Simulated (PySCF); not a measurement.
# Computed records: AlClGeHN

Computed with PySCF 2.14.0. Calculation on a computer-drawn molecule: optimised geometry and harmonic frequencies of an isolated molecule of the commonest isotopes, restricted reference for singlets and unrestricted otherwise, frozen core in MP2; on germanium a core potential holds 10 electrons, which the energies leave out, and 3d is frozen in MP2 and coupled-cluster steps.

```yaml
- formula: AlClGeHN
  start_structure:
    atoms_angstrom:
      - [Al, -2.4056, 3.2046, 1.3754]
      - ["N", -1.2936, 1.8676, 0.9976]
      - [Ge, 0.129, 1.08, 0.7039]
      - [Cl, 2.0727, 2.0042, 0.7146]
      - [H, 0.3812, -0.3759, 0.3808]
  given:
    charge: 0
    multiplicity: 1
    method: MP2
    basis: "cc-pV(D+d)Z"
    basis_and_core_potential_on_germanium: "cc-pVDZ-PP ECP10MDF"
    drawn_bonds_atom: [1, 2, 3, 3]
    drawn_bonds_other_atom: [2, 3, 4, 5]
    drawn_bonds_order: [1, 2, 1, 1]
  results:
    optimised_atom_element: [Al, "N", Ge, Cl, H]
    "optimised_atom_x [angstrom]": [-2.16, -1.473, 0.08484, 1.97, 0.4625]
    "optimised_atom_y [angstrom]": [3.332, 1.68, 1.045, 2.121, -0.3976]
    "optimised_atom_z [angstrom]": [1.379, 0.9755, 0.7008, 0.7482, 0.3689]
    "modes_frequency [cm^-1]": [56.78, 75.08, 199.2, 400.5, 435.5, 527.4, 767.3, 1050, 2210]
    "modes_reduced_mass [dalton]": [25.36, 7.44, 22.89, 33.66, 1.15, 17.63, 1.05, 13.83, 1.021]
    "rotational_constants [GHz]": [5.515, 1.555, 1.213]
    "total_energy [hartree]": -1050.2923
    "convergence_status_largest_gradient_component [hartree/bohr]": 9.146e-06
```
